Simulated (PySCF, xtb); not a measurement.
ZrI₃, SMILES [I][Zr+]([I])[I], charge +1, multiplicity 1.

GFN2-xTB run with xtb at its own geometry gives an orbital gap of 1.77 eV.

Geometry: PBE0-D3(BJ)/def2-SVP. The multiplicity is an assumed one; no other spin state was optimised. The isomer is the one that the SMILES or the coordinates give; other isomers of the formula were not compared. The def2 effective core potentials stand for the cores of I, Zr; spin–orbit coupling is left out.

### Question
What does PBE0/def2-TZVP run with PySCF give? (An estimate is asked for; the answer gives what the named calculation found.)

### Answer
gap 3.87 eV (levels -12.05 and -8.18 eV).
